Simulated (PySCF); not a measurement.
ZnH₂, SMILES [ZnH2].

Geometry optimised at r2SCAN-D4/def2-TZVPD. The isomer is the one that the SMILES or the coordinates give; other isomers of the formula were not compared.

Level of theory: PySCF with HF/def2-TZVPD.

Gas-phase values at a fixed geometry.

Computed frontier levels, gap, dipole moment and polarisability:
```
Quantity                                                                                                       Result
---------------------------------------------------------------------------------------------  ----------------------
highest occupied level                                                                                      -10.89 eV
lowest empty level                                                                                            0.84 eV
orbital gap                                                                                                  11.73 eV
dipole moment                                                                                                  0.00 D
quadrupole, principal values (traceless, Buckingham form, about the centre of nuclear charge)   -8.39, 4.19, 4.19 D·Å
mean static polarisability                                                                       26.9 bohr³ (3.98 Å³)
polarisability, principal values                                                               24.9, 24.9, 30.9 bohr³
```
